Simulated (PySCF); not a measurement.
1,1,2-trichloroprop-1-ene (C3H3Cl3), SMILES CC(=C(Cl)Cl)Cl. Coordinates come from a PBE-D3(BJ)/def2-SVP optimisation.

All values below come from PBE-D3(BJ)/def2-SVP in PySCF.

Harmonic wavenumbers (cm⁻¹): 110, 141, 188, 268, 285, 335, 364, 494, 513, 749, 904, 1000, 1007, 1118, 1338, 1394, 1395, 1625, 2975, 3050, 3106. Rotational constants (GHz): 2.359, 1.446, 0.9016; symmetry number 1.

Question: Work out the zero-point energy and the ideal-gas rigid-rotor harmonic-oscillator thermochemistry at 298.15 K and 1 atm.

Answer: ZPE = ½ Σ hcν = ½ × 22358 cm⁻¹ = 133.73 kJ/mol. H − E(el) = 154.92 kJ/mol. Entropy in J/(mol K): translation 170.85, rotation 121.49, vibration 65.94, total 358.28. G − E(el) = 48.10 kJ/mol. Cp = 106.14 J/(mol K). Modes under 150 cm⁻¹ make the vibrational entropy uncertain.
